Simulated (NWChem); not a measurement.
System: MgHOBr; SMILES [OH][Mg][Br]

```xyz
4

Mg    -0.0524    -0.9987    -0.0006
Br     0.2686     1.3258     0.0009
O     -0.2930    -2.7343    -0.0018
H     -0.4198    -3.6766    -0.0024
```
Atoms are numbered in this order, from 1.

Program: NWChem. Pople sets run with spherical d functions. Geometry: optimised at PBE0/def2-SVP. GIAO values for the isolated, static molecule; σ is the absolute isotropic shielding, δ = σ(reference) − σ with the isolated reference molecule computed at the same levels (1H: tetramethylsilane, 17O: water). Spin-orbit effects, on the heavy nuclei and on their neighbours, are missing.

```csv
level,σ Mg1 (ppm),σ Br2 (ppm),δ O3 (ppm),δ H4 (ppm),relative time
KT2/pcSseg-1,527.4,3078.5,-50.7,-0.37,1
B3LYP/6-31G*,566.4,3083.6,-25.8,-0.12,2
PBE0/pcSseg-2,529.7,3031.1,-29.2,0.24,7
B3LYP/6-311G**,528.1,3036.5,-28.2,-0.02,2
BHandHLYP/pcSseg-1,530.9,3122.2,-52.9,0.20,2
```

Relative times are rough (shared machine, one core).
